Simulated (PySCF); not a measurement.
Compound: C5H3ClF3 (charge +1).
SMILES with atom numbers: `[F:1][CH2:2][C:3]([F:4])([F:5])[c+:6]1[cH:7][c:8]1[Cl:9]`

NICS = −σ at a ghost point: NICS(0) at the centroid of the ring atoms, NICS(1) 1 Å to either side along the normal of their mean plane, zz for the tensor component along that normal. Level: GIAO PBE0/pcSseg-1 (PySCF, non-relativistic, gas phase) on the GFN2-xTB geometry, one conformer.

Ring bond lengths (Å), with Mayer bond orders in brackets: C6–C7 1.370 (1.20), C7–C8 1.401 (1.12), C8–C6 1.413 (1.08).

Problem. What do the NICS probes read (ppm)?

Solution. 
```tsv
ring	type	NICS(0)	NICS(1), two faces	NICS(1)zz, two faces	rms pucker (Å)	centre to ring atoms, mean (Å)
C6–C7–C8	3-membered carbocycle; bonds drawn aromatic by RDKit's count	-23.5	-12.9 / -12.7	-21.6 / -20.8	0.00	0.81
```

Problem. What can be read from them?

Solution. 
- C6–C7–C8: mean NICS(1)zz -21.2 ppm, shielded. NICS(0) lies 11 ppm below the mean NICS(1).

Problem. How equal are the bonds by HOMA? Use HOMA with the parameters of Krygowski (1993).

Solution. 
- C6–C7–C8: HOMA 0.91 = 1 − EN − GEO, with mean bond length 1.395 Å, EN = α(Ropt − mean)² = 0.012 and GEO = α × variance = 0.083.

Problem. List the ring angles and the Hirshfeld charges of the ring atoms.

Solution. 
- C6–C7–C8: C6 60.5° (+0.108 e), C7 61.3° (+0.131 e), C8 58.3° (+0.138 e); sum 180.0° against 180° for a flat convex ring.

Problem. How shielded are the nuclei of the rings and their hydrogens (means over atoms taken as equivalent)?

Solution. 
```
  atoms                 environment  σ isotropic (ppm)  principal values of the symmetric part, first atom (ppm)
     C6     unsaturated ring carbon               -0.8                                      -138.7, -38.5, 174.9
     C7  unsaturated ring CH carbon               13.4                                      -111.2, -33.2, 184.6
     C8     unsaturated ring carbon               -9.0                                      -116.7, -74.0, 163.6
H on C7          hydrogen on carbon              21.75                                          20.3, 21.6, 23.3
```

Shape of the structure used: `[F:1][CH2:2][C:3]([F:4])([F:5])[c+:6]1[cH:7][c:8]1[Cl:9]`: F1–C2–C3–F4 89°, C2–C3–C6–C7 -87°.
